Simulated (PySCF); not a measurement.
GeH₄.
Hydrogens: H2, H3, H4, H5 on Ge1.

A GFN2-xTB structure was refined with PySCF 2.14.0, PBE0-D3(BJ)/def2-SVP geometry optimisation, gas phase. Its GFN2-xTB values:

| coordinate | GFN2-xTB |
| --- | --- |
| Ge1–H2 | 1.482 Å |
| H2–Ge1–H3 | 109.4° |

Q: How do these coordinates change at the PBE0-D3(BJ)/def2-SVP level?

A: 
```json
{"coordinate": "Ge1–H2", "PBE0-D3(BJ)/def2-SVP (Å or °)": "1.537", "change": "+0.055"}
{"coordinate": "H2–Ge1–H3", "PBE0-D3(BJ)/def2-SVP (Å or °)": "109.5", "change": "+0.1"}
```

The energy falls by 0.112 eV over 4 energy and gradient evaluations, the largest force component goes from 0.0210 to 1.3e-05 Eh/bohr, and the atoms move by 0.049 Å rms after alignment. Among the bonds, Ge1–H2, Ge1–H3, Ge1–H4 and Ge1–H5 change most and about equally (+0.054 to +0.055 Å). Bonds longer at the end by more than 0.005 Å: 4 of 4; shorter: 0.

The run used 52 basis functions and 22 SCF cycles in all. Time: 2.7 s. Hardware: one thread, Arm Neoverse V1, on a shared host.

PBE0-D3(BJ)/def2-SVP frequencies: not computed here.
